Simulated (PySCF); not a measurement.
Unknown compound

Molecular formula: C$_{4}$HF$_{7}$O. Simulated spectra:

¹H NMR (300 MHz, computed): δ 5.27 (m, 1H).

¹³C{¹H} NMR (computed): δ 162.3 (C), 129.5 (C), 119.3 (C), 94.3 (CH).

[PySCF: GIAO PBE0/pcSseg-1 shieldings; GFN2-xTB geometry; one averaged value for each set of equivalent atoms; a single conformation; non-relativistic Hamiltonian; no solvent]

δ = σ(ref) − σ, references computed at the same level: ¹H (σ = 31.72 ppm), ¹³C (σ = 186.93 ppm) against TMS.

**Question.** Propose a structure and justify it.

**Answer.** 
1. Rings plus π bonds: 1 (no ring in the answer).
2. 4 carbon signals for 4 carbons: no two carbons are equivalent.
3. Carbon types of the structure: 3 × C, 1 × CH, which accounts for all hydrogens.
4. δC 162.3: carbonyl carbon.
5. δC 129.5: CF3 carbon; 3 electronegative neighbours deshield it.
6. δC 119.3: fully substituted sp3 carbon bonded to 2 F, α to a carbonyl; 2 electronegative neighbours deshield it.
7. δC 94.3: sp3 CH bonded to F; deshielded by the electronegative neighbour.
8. δH 5.27: hydrogen on an sp3 CH bonded to F; its carbon carries F, hence the downfield position.

These data were computed for `O=C(F)C(F)(F)[C@H](F)C(F)(F)F`.

This is the structure that produced the data.

Splittings by ¹⁹F in the carbon and heteronuclear signals aren't shown, as no couplings were computed. Shifts are as computed. Against solution values, carbons near 30 ppm lie about +3 ppm off and those near 130 ppm about +5 ppm. Of 1211 compounds with measured shifts, 218 miss one by over three times the rms of a fit or turn the order of signals round; such compounds aren't used in these exercises.
